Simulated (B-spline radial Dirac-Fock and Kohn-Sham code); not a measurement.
# Xe³⁸⁺: eigenvalues, ΔSCF and the reference

System: Xe³⁸⁺, [Ne] 3s2 3p4.

The density-functional columns are spherical, spin-unpolarised Dirac-Kohn-Sham results without Breit or QED terms: −ε is minus the orbital energy of the initial state and ΔSCF the difference of two total energies. The reference in the last column comes from Dirac-Fock energy differences between relaxed states, corrected for Breit and QED terms. All numbers are from a radial B-spline solver, in eV; a selection of levels is shown. For the 1s level of heavy atoms much of the gap between ΔSCF and the reference is the Breit and QED part, -124.3 eV here; for other levels the error of the functional can be larger.

```tsv
level	LDA −ε	LDA ΔSCF	Dirac-Fock
K (1s)	36536.7	36946.0	36831.5
L1 (2s)	7485.7	7584.6	7624.9
L2 (2p1/2)	7190.2	7308.1	7295.8
M1 (3s)	2875.8	2917.2	2923.3
M2,3 (3p)	2713.6	2756.4	2751.2
```

Values without a named source are computed, but for edge energies of neutral atoms, which are taken from tables.
